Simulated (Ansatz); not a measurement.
Basis-set extrapolation for C$_{2}$H$_{4}$BCl$_{2}$N, SMILES `CB(Cl)/N=C\Cl` (PBE0-D4/def2-TZVP geometry, frozen core, the Gaussian-basis code of Ansatz). Multiplicity 1, RHF reference.

|  | def2-TZVPP | def2-QZVPP |
| --- | --- | --- |
| HF | -1076.352605 | -1076.384820 |
| MP2 correlation | -1.002529 | -1.082668 |
| CCSD(T) correlation | -1.102702 | not run |

Energies in hartree. Use E(X) = E(∞) + A·exp(−7.88·√X) for Hartree–Fock and E(X) = E(∞) + B·X^(−2.97) for correlation, with X = 3 and 4, and add CCSD(T) minus MP2 of the smaller set to the MP2 limit.

What is the CCSD(T) energy at the basis-set limit?

HF limit: -1076.384820 + (-0.032215) × 0.13774 = -1076.38926. MP2 limit: -1.082668 + (-0.080139) × 0.74074 = -1.14203. Higher-order term: -1.102702 − (-1.002529) = -0.10017. Total: -1077.63146 hartree, 110.5 kcal/mol below CCSD(T)/def2-TZVPP.
